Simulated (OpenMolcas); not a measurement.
**Mg: effect of the active space**

```json
{
  "Program": "OpenMolcas",
  "Method": "SS-CASPT2 or its RAS form, IPEA 0.25 Eh, imaginary shift 0.1 Eh",
  "Basis": "ANO-RCC",
  "Scalar Hamiltonian": "DKH2, point nucleus",
  "Spin-orbit coupling": "RASSI with atomic mean-field integrals over the reference wave functions, term energies averaged over their components"
}
```

A. 2 electrons in 8 orbitals (3s 3p 4s 4p); 2S+1 = 3 even, 3 roots; 2S+1 = 1 even, 1 root; 2S+1 = 3 odd, 3 roots; 2S+1 = 1 odd, 3 roots; closed shells correlated: 2s 2p; CASPT2 step of the order of 5 core-seconds
B. 2 electrons in 9 orbitals (RAS2 3s 3p; RAS3 3d, at most 2 electrons); 2S+1 = 3 even, 3 roots; 2S+1 = 1 even, 1 root; 2S+1 = 3 odd, 3 roots; 2S+1 = 1 odd, 3 roots; closed shells correlated: 2s 2p; CASPT2 step roughly 8 core-seconds

Energies in cm-1 above 3s2 1S0, the measured ground level; measured values from NIST Handbook of Basic Atomic Spectroscopic Data.

| Level | A | B | Measured |
| --- | --- | --- | --- |
| 3s2 1S0 | 0.0 | 0.0 | 0.0 |
| 3s 3p 3P* 0 | 21850 | 21635 | 21850 |
| 3s 3p 3P* 1 | 21865 | 21650 | 21870 |
| 3s 3p 3P* 2 | 21896 | 21682 | 21911 |
| 3s 3p 1P* 1 | 36342 | 35121 | 35051 |

Deviations, from unrounded energies. A percentage is the sum of absolute deviations over the sum of measured energies, with the sign that they share, or ± where signs differ.

```csv
Against measurement,Levels,A,B
mean absolute deviation (cm-1),4,330,180
other configurations (%),4,±1.3,±0.7
```

B lies closest to measurement on these levels. The largest miss of B in the table is 3s 3p 3P* 2, by -230 cm-1. The ranking rests on the paired levels alone, and a cruder setting can come out closer through cancelling errors.

Between A and B the level of the table that moves most is 3s 3p 1P* 1, by 1200 cm-1 (lowest in B, highest in A).

Active for correlation alone: 4p 4s; no level in the range computed is led by a configuration that fills them, so any true level of that kind is missing (holds for A). Active for correlation alone: 3d; no level in the range computed is led by a configuration that fills it, so any true level of that kind is missing (holds for B). Computed and measured levels are paired by configuration, term and J; levels that our copy of the source lacks, or whose pairing is in doubt (as where it misses far off the trend of its configuration), stay unpaired and out of the deviations. Levels of configurations outside the active space are missing. Levels that lie high or do not pair safely by name in every column are left out.

* marks odd parity.
